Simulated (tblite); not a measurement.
`C=CC[Si](O)(O)CCO`. Computed geometry: GFN2-xTB, gas phase.

```
atom  x, y, z in Å
C1     3.5962   -0.1221    0.5748
C2     2.6516    0.3247   -0.2334
C3     1.3993    0.9897    0.2143
Si4   -0.0758   -0.2247    0.1221
O5     0.2505   -1.5139   -0.8265
O6    -0.3690   -0.6496    1.6674
C7    -1.6373    0.5010   -0.6975
C8    -2.8831   -0.2753   -0.2832
O9    -3.0905   -0.2694    1.1177
H10    4.4788   -0.6181    0.2072
H11    3.5250   -0.0019    1.6433
H12    2.7422    0.1839   -1.3032
H13    1.5128    1.3326    1.2405
H14    1.2111    1.8600   -0.4131
H15    0.9871   -2.0863   -0.6256
H16   -1.2764   -0.8696    1.8985
H17   -1.7714    1.5501   -0.4284
H18   -1.5567    0.4580   -1.7805
H19   -2.7754   -1.3261   -0.5557
H20   -3.7739    0.1250   -0.7888
H21   -3.1540    0.6488    1.4044
```

Problem. Which two atoms are farthest apart?

Solution. H10···H20, 8.35 Å; the next longest distance is 7.83 Å.

Problem. Give the dihedral angles H10–C1–C2–C3, H17–C7–C8–O9, C7–C8–O9–H21, O6–Si4–C7–H17.

Solution. H10–C1–C2–C3 179° (antiperiplanar); H17–C7–C8–O9 -63° (synclinal); C7–C8–O9–H21 58° (synclinal); O6–Si4–C7–H17 81° (synclinal). Dihedral signs follow IUPAC: positive where, seen along the central bond, the front bond turns clockwise onto the rear one.

Problem. Work out the bond lengths C1–H10, C1–H11, C3–H14, O5–H15, C7–H18 in pm.

Solution. For C1–H10 the difference vector is (0.8826, -0.4960, -0.3676) Å, of length 1.0771 Å. C1–H10 107.7; C1–H11 107.8; C3–H14 108.9; O5–H15 95.4; C7–H18 108.7 pm.

Problem. What is the repulsion energy of the bare nuclei, Σ ZA·ZB/RAB?

Solution. 572.34 Eh over 210 pairs, with full nuclear charges and distances in bohr; the largest single term is 36.38 Eh (Si4 with O6).

Problem. Where is the centre of mass (commonest isotopes), and what is the radius of gyration?

Solution. Mass 148.056 u; centre at (-0.107, -0.182, 0.204) Å; Rg = √(Σ m r²/M) = 2.333 Å. As Ia + Ib + Ic = 2 Σ m r², the three principal moments sum to 1611.9 u·Å².

Problem. What are the angles H10–C1–H11, C2–C3–H14, O5–Si4–C7, O5–Si4–O6, C3–Si4–O5, C7–C8–O9, C7–C8–H19?

Solution. From the scalar product of the two bond vectors; for H10–C1–H11 it is -0.5152 Å² over 1.0771 × 1.0776 Å², cos θ = -0.4439. H10–C1–H11 116.4°; C2–C3–H14 109.2°; O5–Si4–C7 102.4°; O5–Si4–O6 112.4°; C3–Si4–O5 112.0°; C7–C8–O9 112.7°; C7–C8–H19 110.0°.

Problem. How far apart are these pairs, which share no bond: C1···H17, C2···O5, Si4···O9, H13···H17?

Solution. C1···H17 5.711 Å (5 bonds apart); C2···O5 3.082 Å (3 bonds apart); Si4···O9 3.175 Å (3 bonds apart); H13···H17 3.690 Å (4 bonds apart).

Problem. Write the matrix of distances between heavy atoms (Å, lower triangle).

Solution. 
```
C1    0.000
C2    1.321  0.000
C3    2.488  1.487  0.000
Si4   3.701  2.805  1.913  0.000
O5    3.885  3.082  2.945  1.634  0.000
O6    4.147  3.700  2.815  1.629  2.711  0.000
C7    5.422  4.318  3.208  1.907  2.764  2.920  0.000
C8    6.538  5.567  4.493  2.837  3.413  3.204  1.525  0.000
O9    6.710  5.929  4.750  3.175  4.061  2.802  2.450  1.416  0.000
```

GFN2-xTB frequencies show an imaginary mode (21i cm⁻¹), so the point is no minimum at that level. 3 starts were optimised and ended at 0.00, 0.38 and 1.53 kcal/mol (GFN2-xTB); the lowest of these is shown.

Hardware: AMD EPYC, one thread, no GPU, on a shared host. Cost: 2.7 s wall. This is the geometry optimisation.
